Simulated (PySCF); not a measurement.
Si(F)(Me)(SH)2 (CH₅FS₂Si), SMILES C[Si](F)(S)S.

Coordinates come from a PBE0-D3(BJ)/def2-SVP optimisation. This is a generated structure with no PubChem entry under its InChIKey; it may be hypothetical. The values are those of a single conformer.

Two levels are set side by side: PBE/def2-TZVP (PySCF) and CAM-B3LYP/def2-TZVP (PySCF). Same geometry, gas phase. Differences are taken from unrounded values.

```tsv
quantity	CAM-B3LYP
orbital gap (eV)	9.86
highest occupied level (eV)	-8.93
lowest empty level (eV)	0.94
dipole moment (D)	1.86
mean polarisability (bohr³)	71.8
```

Problem. What does PBE give, and how far is it from CAM-B3LYP? (Estimate from the structure and the level; the computed values follow.)

Solution. 
| quantity | PBE | PBE minus CAM-B3LYP |
|---|---|---|
| orbital gap (eV) | 5.35 | -4.52 |
| highest occupied level (eV) | -6.38 | 2.55 |
| lowest empty level (eV) | -1.03 | -1.97 |
| dipole moment (D) | 1.77 | -0.09 |
| mean polarisability (bohr³) | 75.2 | 3.4 |

PBE's occupied levels lie high since its potential decays too fast outside the molecule; exact exchange lowers them and widens the gap. Loosely held outer electrons make PBE densities more polarisable. Differences between two approximate levels are no errors against the true value.

Rough cost on one machine, each run with all the roots and properties that it gave: CAM-B3LYP against PBE within a factor of 2.
